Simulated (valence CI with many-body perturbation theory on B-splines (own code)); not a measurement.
# E1 transitions of Sr23+

Computed by relativistic CI+MBPT: five valence electrons over a frozen Dirac-Fock core [Ne], radial functions for each j: 11 s, 11 p, 10 d, 8 f, 5 g, 2 h, with the one-electron correlation potential Σ1, the two-electron term Σ2, the three-electron term Σ3, Breit, model QED; selected CI, second order for the rest, scaled by the run's own slope (own B-spline code, finite nucleus).

No measured levels were compared; by estimate levels of excited configurations hold to 0.05 to 0.15 % of their energy, terms of the ground configuration to about 0.5 %. Among the levels kept, up to 3500 cm⁻¹ of a level comes from second order outside the variational space, and about a tenth of that is noise between levels of different J, which matters for small intervals.

Lines 151 to 200 of 590 in falling wavelength, among levels below 2120200 cm⁻¹, chosen from the strongest by gf and those to the six lowest levels. Wavelengths and rates use the calculated energies, so an error of 400 cm⁻¹ moves a line at 12.92 nm by 0.052 % and its rate by three times that or more. Electric multipoles are in the length gauge with retardation, E1 and E2 with the static RPA response of the core. Weak lines are less certain than strong ones. Lines between different terms over intervals too small for the method are left out, as are lines whose strength nearly cancels. The highest levels of a list are the least certain.

Names give the largest LS component (configuration and term), which can be under half, so a name can repeat, a term be missing and a line seem to break the LS rules; names also repeat where a configuration has a term twice. Letters in brackets count levels of one name in rising energy.

```
λ vac (nm)                   Upper                  Lower   A (s⁻¹)  log gf  Branch %
     12.92   3s 3p3 3d 4D°_7/2 [c]      3s2 3p2 3d 4F_5/2  4.13e+09   -1.08      10.6
     12.90  3s2 3p 3d2 4S°_3/2 [a]  3s2 3p2 3d 2D_3/2 [c]  9.10e+09   -1.04       2.7
     12.89   3s 3p3 3d 2D°_5/2 [c]      3s2 3p2 3d 2G_7/2  8.69e+09   -0.89       5.9
     12.89       3s2 3p2 3d 4D_1/2        3s2 3p3 2D°_3/2  8.97e+09   -1.35      61.9
     12.86      3s2 3p 3d2 4G°_9/2      3s2 3p2 3d 2G_7/2  6.79e+09   -0.77      11.1
     12.85  3s2 3p 3d2 2P°_1/2 [a]      3s 3p4 2P_1/2 [b]  2.13e+10   -0.98      10.1
     12.84   3s 3p3 3d 2D°_3/2 [d]  3s2 3p2 3d 2D_5/2 [b]  2.38e+10   -0.63      10.4
     12.82   3s 3p3 3d 4F°_3/2 [a]          3s 3p4 4P_5/2  2.79e+08   -2.56       3.9
     12.81   3s 3p3 3d 4D°_7/2 [e]      3s2 3p2 3d 4F_9/2  5.59e+10    0.04      46.5
     12.80   3s 3p3 3d 2F°_5/2 [e]  3s2 3p2 3d 2F_7/2 [b]  1.21e+10   -0.75       7.1
     12.80      3s2 3p 3d2 2H°_9/2      3s2 3p2 3d 2G_9/2  5.18e+09   -0.90       7.1
     12.80      3s2 3p 3d2 4F°_7/2  3s2 3p2 3d 2D_5/2 [b]  1.04e+10   -0.69       5.8
     12.79       3s2 3p2 3d 4F_3/2        3s2 3p3 4S°_3/2  4.52e+09   -1.35      47.9
     12.78   3s 3p3 3d 2D°_3/2 [d]  3s2 3p2 3d 2D_3/2 [b]  2.84e+10   -0.56      12.4
     12.77      3s2 3p 3d2 4D°_5/2  3s2 3p2 3d 2F_7/2 [c]  6.22e+09   -1.04       2.2
     12.77  3s2 3p 3d2 4S°_3/2 [b]  3s2 3p2 3d 2D_3/2 [c]  1.58e+10   -0.81       5.0
     12.74       3s2 3p2 3d 4D_5/2        3s2 3p3 2D°_5/2  3.07e+09   -1.35      17.3
     12.73   3s 3p3 3d 4D°_5/2 [a]          3s 3p4 4P_5/2  1.63e+09   -1.62      28.3
     12.71   3s 3p3 3d 2F°_5/2 [e]      3s2 3p2 3d 4P_3/2  6.31e+09   -1.04       3.7
     12.69      3s2 3p 3d2 4G°_7/2      3s2 3p2 3d 4D_5/2  6.86e+09   -0.88      11.0
     12.69   3s 3p3 3d 2F°_5/2 [d]      3s2 3p2 3d 4P_5/2  6.83e+09   -1.00       4.3
     12.68   3s 3p3 3d 2D°_3/2 [d]  3s2 3p2 3d 2P_1/2 [b]  9.87e+09   -1.02       4.3
     12.67   3s 3p3 3d 2D°_5/2 [e]  3s2 3p2 3d 2P_3/2 [b]  5.77e+10   -0.08      27.0
     12.65   3s 3p3 3d 2P°_3/2 [b]          3s 3p4 2P_3/2  1.08e+10   -0.98       5.0
     12.65      3s2 3p 3d2 4F°_5/2  3s2 3p2 3d 2D_3/2 [a]  7.27e+09   -0.98       4.0
     12.62   3s2 3p2 3d 2D_5/2 [a]        3s2 3p3 2P°_3/2  2.63e+09   -1.42       1.6
     12.61  3s2 3p 3d2 2G°_9/2 [a]  3s2 3p2 3d 2F_7/2 [c]  1.28e+10   -0.52       8.0
     12.61       3s2 3p2 3d 4D_3/2        3s2 3p3 2D°_3/2  1.64e+09   -1.81       8.3
     12.57           3s 3p4 2P_3/2        3s2 3p3 2P°_1/2  3.22e+09   -1.52       1.8
     12.53   3s 3p3 3d 2F°_5/2 [d]          3s 3p4 2P_3/2  1.89e+10   -0.57      11.8
     12.53  3s2 3p 3d2 2F°_7/2 [a]  3s2 3p2 3d 2D_5/2 [b]  6.02e+09   -0.95       4.1
     12.52   3s 3p3 3d 2G°_7/2 [b]      3s2 3p2 3d 2F_5/2  1.66e+10   -0.50      23.6
     12.49   3s 3p3 3d 2F°_7/2 [d]      3s2 3p2 3d 2G_9/2  6.74e+10    0.10      47.2
     12.47   3s 3p3 3d 2D°_3/2 [c]      3s2 3p2 3d 4D_5/2  1.08e+10   -1.00       8.1
     12.46   3s 3p3 3d 2F°_5/2 [e]      3s2 3p2 3d 4P_5/2  7.36e+09   -0.99       4.3
     12.45       3s 3p2 3d2 6G_7/2      3s 3p3 3d 6D°_5/2  4.46e+09   -1.08      42.4
     12.45       3s 3p4 2P_1/2 [b]        3s2 3p3 2P°_3/2  2.54e+10   -0.93      12.9
     12.43   3s 3p3 3d 2F°_5/2 [d]      3s2 3p2 3d 2G_7/2  4.86e+10   -0.17      30.5
     12.43   3s 3p3 3d 4D°_7/2 [e]  3s2 3p2 3d 2F_7/2 [a]  1.61e+10   -0.53      13.4
     12.42  3s2 3p 3d2 4S°_3/2 [a]      3s2 3p2 3d 2S_1/2  1.51e+10   -0.85       4.5
     12.42      3s2 3p 3d2 2G°_7/2  3s2 3p2 3d 2D_5/2 [a]  4.28e+10   -0.10      23.9
     12.41      3s2 3p 3d2 2H°_9/2  3s2 3p2 3d 2F_7/2 [b]  1.12e+10   -0.59      15.5
     12.41  3s2 3p 3d2 2D°_3/2 [a]  3s2 3p2 3d 2D_5/2 [d]  1.87e+10   -0.76       5.8
     12.40   3s 3p3 3d 2D°_5/2 [b]      3s2 3p2 3d 4F_5/2  1.02e+10   -0.85      14.4
     12.38   3s 3p3 3d 2D°_5/2 [b]  3s2 3p2 3d 2P_3/2 [a]  9.32e+09   -0.89      13.2
     12.37   3s 3p3 3d 2D°_5/2 [d]  3s2 3p2 3d 2D_3/2 [a]  5.92e+09   -1.09       3.6
     12.34   3s2 3p2 3d 2P_3/2 [a]        3s2 3p3 4S°_3/2  5.84e+08   -2.27       4.5
     12.32       3s2 3p2 3d 4F_5/2        3s2 3p3 4S°_3/2  5.97e+09   -1.09      86.9
     12.31   3s 3p3 3d 2D°_5/2 [e]  3s2 3p2 3d 2F_7/2 [c]  2.10e+10   -0.54       9.8
     12.31   3s 3p3 3d 2F°_5/2 [e]          3s 3p4 2P_3/2  9.26e+09   -0.90       5.4
```

(1) How does gf follow from A for the line at 12.86 nm?

Results:

(1) gf = 1.4992 × (2J+1)_upper × A / σ², with σ = 777475 cm⁻¹ and 2J+1 = 10: gf = 0.168.
